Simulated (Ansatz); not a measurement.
`CB([SiH3])S` + H₂ → `CB[SiH3]` + H₂S  (hydrogenolysis of a B–S bond)

Gas-phase electronic energies from Ansatz, PBE0-D4/def2-TZVP geometries. CBS: MP2 limit from def2 TZ/QZ plus the TZ coupled-cluster correction, frozen cores. This one scheme is used for every species. DFT in def2-TZVPP. One conformer a species, not always the lowest.

CCSD(T)/CBS gives +20.4 kcal/mol.

(1) Another level gave +19.7 kcal/mol. Which?
A. BHLYP/def2-TZVPP
B. r2SCAN/def2-TZVPP
C. LDA (SPW92)/def2-TZVPP
D. ωB97M-V/def2-TZVPP

(2) What do rigid-rotor, harmonic-oscillator terms from PBE0-D4/def2-TZVP frequencies (298.15 K, 1 bar) make of the CCSD(T)/CBS value? (Estimate.)

Largest T1 diagnostic among the species: 0.014.

Results:

(1) D. ωB97M-V 19.7, r2SCAN 21.6, LDA (SPW92) 23.4, BHLYP 15.9 kcal/mol.

(2) Computed: ΔZPE = +1.4 kcal/mol, ΔH = +21.3 kcal/mol, ΔS = 38 J/(mol·K), ΔG = +18.6 kcal/mol.

Leaving LDA and LC-ωPBE aside and taking each functional with its dispersion term where it has one, the values, not all of them listed here, spread over 5.3 kcal/mol, from BHLYP-D4 to revPBE-D4. LDA lies +2.3 kcal/mol from PBE without D4. From BLYP to BHLYP (50 % exact exchange), in def2-TZVPP and without D4, ΔE moves by −2.1 kcal/mol.
